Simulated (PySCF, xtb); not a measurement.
CH5FO2Si2, SMILES F[Si@H]1OC[SiH2]O1. One conformer was computed; it need not be the lowest.

Harmonic wavenumbers (cm⁻¹) from xtb with GFN2-xTB at its own minimum, in rising order: 92, 126, 193, 283, 391, 471, 477, 576, 598, 634, 678, 703, 745, 758, 787, 835, 889, 941, 1083, 1166, 1253, 1466, 2324, 2330, 2498, 2921, 2947.

### Question
What does B3LYP-D3(BJ)/def2-SVP run with PySCF 2.14.0 give at its own minimum? (An estimate is asked for; the answer gives what the named calculation found.)

### Answer
88, 96, 265, 348, 436, 484, 511, 655, 697, 701, 750, 804, 841, 867, 908, 942, 976, 997, 1077, 1225, 1284, 1463, 2242, 2248, 2352, 3032, 3085. Paired by order, the mean absolute difference is 71 cm⁻¹ and the zero-point energies are 40.3 and 42.0 kcal/mol.
